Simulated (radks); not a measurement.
Task: Species: the cadmium ion Cd2+. Configuration: [Kr] 4d10. All-electron calculation, scalar-relativistic Kohn-Sham, LDA (Slater exchange, Perdew-Wang correlation), spin-polarised, spherical densities, finite nucleus; Fermi nuclear charge, rms radius 4.6087 fm. Program: a radial shooting solver on a logarithmic mesh with Libxc functionals. Some entries of the table are withheld. Estimate them.

| orbital | occ. | eigenvalue (eV) | r(max) (bohr) | <r^2> (bohr^2) |
|---|---|---|---|---|
| 1s | 2 | -26511.07 | 0.01970 | 0.001252 |
| 2s | 2 | (1) | 0.1114 | 0.02047 |
| 2p | 6 | -3551.246 | 0.08900 | 0.01612 |
| 3s | 2 | -751.6258 | 0.3243 | 0.1474 |
| 3p | 6 | -619.8459 | 0.3173 | (2) |
| 3d | 10 | -412.8897 | 0.2655 | 0.1335 |
| 4s | 2 | -124.8532 | 0.7946 | (3) |
| 4p | 6 | -86.0237 | 0.8445 | 1.056 |
| 4d | 10 | -30.7103 | (4) | 1.885 |
| 5s | 0 | -21.6507 | 2.137 | 6.686 |
| 5p | 0 | -14.7202 | 2.557 | 9.854 |
| 5d | 0 | -6.9545 | 4.054 | 25.43 |
| 4f | 0 | -3.7625 | 6.418 | 62.94 |

Result: 
(1) 2s eigenvalue (eV): -3952.863
(2) 3p <r^2> (bohr^2): 0.1485
(3) 4s <r^2> (bohr^2): 0.8757
(4) 4d r(max) (bohr): 0.9799
